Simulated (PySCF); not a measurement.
Two-component Hartree-Fock for Ta³⁸⁺ (tantalum, charge +38)

Start: [Ar] 3d10 4s2 4p5; 4p1/2 filled at m_j = +1/2; 4p3/2 filled at m_j = -3/2, -1/2, +1/2, +3/2. Calculated with PySCF 2.14 in an uncontracted even-tempered set (16 s from 4.3 bohr⁻², ratio 2.8; 14 p from 5.6 bohr⁻², ratio 2.8; 8 d from 10 bohr⁻², ratio 2.8; 4 f from 27 bohr⁻², ratio 3): generalised Hartree-Fock with the X2C-1e Hamiltonian and a Gaussian nucleus; one run each with spin-orbit coupling (SO) screened by Boettger's factors, then bare. This is a chosen level, not necessarily the ground level.

```json
{"spinor shell": "1s1/2", "electrons": "2", "ε, screened SO (eV)": "-69455.0", "ε, bare SO (eV)": "-69453.8", "weight of nominal j (bare SO)": "1.000", "rms radius, bare SO (bohr)": "0.0211"}
{"spinor shell": "2s1/2", "electrons": "2", "ε, screened SO (eV)": "-13470.9", "ε, bare SO (eV)": "-13470.6", "weight of nominal j (bare SO)": "1.000", "rms radius, bare SO (bohr)": "0.0853"}
{"spinor shell": "2p1/2", "electrons": "2", "ε, screened SO (eV)": "-12930.2", "ε, bare SO (eV)": "-12960.6", "weight of nominal j (bare SO)": "1.000", "rms radius, bare SO (bohr)": "0.0724"}
{"spinor shell": "2p3/2", "electrons": "4", "ε, screened SO (eV)": "-11654.5", "ε, bare SO (eV)": "-11644.5", "weight of nominal j (bare SO)": "1.000", "rms radius, bare SO (bohr)": "0.0799"}
{"spinor shell": "3s1/2", "electrons": "2", "ε, screened SO (eV)": "-4389.2", "ε, bare SO (eV)": "-4389.2", "weight of nominal j (bare SO)": "1.000", "rms radius, bare SO (bohr)": "0.216"}
{"spinor shell": "3p1/2", "electrons": "2", "ε, screened SO (eV)": "-4150.7", "ε, bare SO (eV)": "-4157.4", "weight of nominal j (bare SO)": "1.000", "rms radius, bare SO (bohr)": "0.207"}
{"spinor shell": "3p3/2", "electrons": "4", "ε, screened SO (eV)": "-3863.8", "ε, bare SO (eV)": "-3861.6", "weight of nominal j (bare SO)": "1.000", "rms radius, bare SO (bohr)": "0.221"}
{"spinor shell": "3d3/2", "electrons": "4", "ε, screened SO (eV)": "-3474.6", "ε, bare SO (eV)": "-3480.8", "weight of nominal j (bare SO)": "1.000", "rms radius, bare SO (bohr)": "0.194"}
{"spinor shell": "3d5/2", "electrons": "6", "ε, screened SO (eV)": "-3412.7", "ε, bare SO (eV)": "-3408.8", "weight of nominal j (bare SO)": "1.000", "rms radius, bare SO (bohr)": "0.198"}
{"spinor shell": "4s1/2", "electrons": "2", "ε, screened SO (eV)": "-1987.2", "ε, bare SO (eV)": "-1987.2", "weight of nominal j (bare SO)": "1.000", "rms radius, bare SO (bohr)": "0.455"}
{"spinor shell": "4p1/2", "electrons": "1", "ε, screened SO (eV)": "-1889.9", "ε, bare SO (eV)": "-1892.0", "weight of nominal j (bare SO)": "1.000", "rms radius, bare SO (bohr)": "0.451"}
{"spinor shell": "4p3/2", "electrons": "4", "ε, screened SO (eV)": "-1796.7", "ε, bare SO (eV)": "-1796.0", "weight of nominal j (bare SO)": "1.000", "rms radius, bare SO (bohr)": "0.475"}
```

| quantity | screened SO | bare SO |
| --- | --- | --- |
| E (hartree) | -14731.91652 | -14732.98359 |
| M_J | 1/2 | 1/2 |
| ⟨J²⟩ | 0.751 | 0.751 |
| ⟨L²⟩ | 2.063 | 2.068 |
| ⟨S²⟩ | 0.811 | 0.816 |

Each row is a mean over spinors that exchange with the open shell spreads, by up to 6.692 eV (3p1/2).

Breit and QED terms are absent; they matter most for the inner s and p1/2 levels.

Densities and radii are taken from the X2C orbitals without a picture-change correction, which distorts them close to the nucleus.
